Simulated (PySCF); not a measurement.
C₇H₉N.
Cartesian coordinates in Å at the GFN2-xTB level; atoms count from 1:
```
atom  x, y, z in Å
C1     2.6251   -0.1676   -0.3571
N2     1.5940    0.5345    0.3648
C3     0.2558    0.2439    0.2081
C4    -0.2333   -0.4812   -0.8803
C5    -1.5919   -0.6911   -1.0260
C6    -2.4906   -0.1962   -0.0976
C7    -2.0137    0.5218    0.9877
C8    -0.6609    0.7400    1.1410
H9     3.5947    0.2108   -0.0396
H10    2.5977   -1.2521   -0.1892
H11    2.5202    0.0207   -1.4266
H12    1.8479    0.8226    1.2976
H13    0.4465   -0.8829   -1.6151
H14   -1.9510   -1.2545   -1.8756
H15   -3.5495   -0.3704   -0.2155
H16   -2.7024    0.9116    1.7234
H17   -0.2955    1.3022    1.9900
```

The calculation used PySCF 2.14.0, density-fitted response routines, TDDFT PBE0/def2-SVPD, vertical, gas phase, core orbitals frozen in the response.

Transition dipole moments from the ground state, in atomic units and in the frame of the coordinates above (overall signs are arbitrary), for the states with f of 0.002 or more among the lowest 7:

| state | E (eV) | μx | μy | μz |
| --- | --- | --- | --- | --- |
| S1 | 4.702 | 0.201 | -0.278 | -0.476 |
| S2 | 5.316 | -0.162 | 0.087 | 0.015 |
| S3 | 5.507 | 1.255 | 0.079 | 0.057 |
| S4 | 5.929 | -0.112 | -0.173 | 0.108 |
| S5 | 6.087 | -0.026 | 0.147 | -0.081 |
| S6 | 6.653 | -0.422 | -0.457 | -0.740 |
| S7 | 6.780 | -1.435 | -0.012 | -0.067 |

Task: What oscillator strength does each state have?

Result: f = (2/3) ΔE |μ|² with ΔE in hartree (27.2114 eV).

```tsv
state	|μ|² (au)	|μ| (D)	f
S1	0.344	1.49	0.040
S2	0.034	0.47	0.004
S3	1.584	3.20	0.214
S4	0.054	0.59	0.008
S5	0.029	0.43	0.004
S6	0.935	2.46	0.152
S7	2.062	3.65	0.343
```

Task: What angle do the transition dipoles of S1 and S3 make?

Result: |cos θ| = |μa·μb| / (|μa| |μb|) = 0.28, so θ ≈ 74° (taken between 0 and 90°, since the signs are arbitrary).

Task: How is the summed strength of these states shared among x, y and z?

Result: (2/3) Σ ΔE μα² gives 0.593 for x, 0.052 for y and 0.119 for z, 0.765 in all.

Task: What peak molar absorption coefficient would the strongest computed level give as a lone Gaussian band 0.3 eV wide at half height?

Result: ε(max) = 2.175×10⁸ f / FWHM, with the width in cm⁻¹. S7: 2.175×10⁸ × 0.3426 / 2420 ≈ 31000 L mol⁻¹ cm⁻¹.

The run took 49 s of wall time on one thread, Arm Neoverse V1, no GPU (shared host).

One conformer stands for the species.
